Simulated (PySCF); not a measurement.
**Radial density of Pb⁺ (lead, charge +1)**

BLYP, [Xe] 4f14 5d10 6s1 6p1 7s1, high-spin 4P determinant (an excited configuration). Calculation: PySCF 2.14, in aug-cc-pVTZ-DK3 (9s8p6d3f, 84 functions); the spin-free X2C one-electron Hamiltonian (Gaussian nucleus).

| r (bohr) | 4πr²ρ (e/bohr) | 4πr²(ρα − ρβ) |
| --- | --- | --- |
| 0.0157 | 105.7 | 0.0047 |
| 0.0265 | 108.9 | 0.0137 |
| 0.0445 | 153.5 | 0.0257 |
| 0.0749 | 127.0 | -0.0063 |
| 0.126 | 142.9 | 0.0510 |
| 0.212 | 92.64 | 0.0051 |
| 0.356 | 97.90 | 0.0629 |
| 0.599 | 39.19 | 0.1818 |
| 1.01 | 21.59 | -0.0303 |
| 1.70 | 6.027 | 0.9156 |
| 2.85 | 0.9783 | 0.7213 |
| 4.80 | 0.3258 | 0.3249 |
| 8.07 | 0.06143 | 0.0614 |
| 13.6 | 0.0002114 | 0.0002 |

Densities and radii are taken from the X2C orbitals without a picture-change correction, which distorts them close to the nucleus.

Spin-orbit coupling, absent here, splits the open shell strongly. The outer electron is Rydberg-like, and this basis confines it to a smaller radius and binds it less than a complete one would.

Where is the radial spin density 4πr²(ρα − ρβ) most negative, and why is it negative at all?

Around r = 1.01 bohr, down to -0.0303 e/bohr: exchange with the open shell polarises the paired shells in an unrestricted calculation.
